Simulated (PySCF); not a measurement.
## Working out the excitation energy of Ne²⁺

Ne²⁺ [He] 2s2 2p4 (3P) → Ne²⁺ [He] 2s2 2p3 3d1 (5D). Computed with PySCF 2.14 in aug-cc-pVTZ, with no relativity, point nucleus. Frozen: 1s2. Energies in hartree (1 hartree = 27.21139 eV):

```json
{"part": "UHF", "Ne²⁺ (lower)": "-126.366558", "Ne²⁺ (upper)": "-124.423643"}
{"part": "CCSD correlation", "Ne²⁺ (lower)": "-0.159253", "Ne²⁺ (upper)": "-0.128360"}
{"part": "(T)", "Ne²⁺ (lower)": "-0.001550", "Ne²⁺ (upper)": "-0.001463"}
```

Task: What does Hartree-Fock give?

Result: (-124.423643) − (-126.366558) = 1.942915 hartree = 52.869 eV.

Task: What do CCSD and CCSD(T) give?

Result: The CCSD correlation energies differ by 0.030893 hartree = 0.841 eV and the triples by 0.000087 hartree = 0.002 eV, so CCSD gives 53.710 eV and CCSD(T) 53.712 eV.
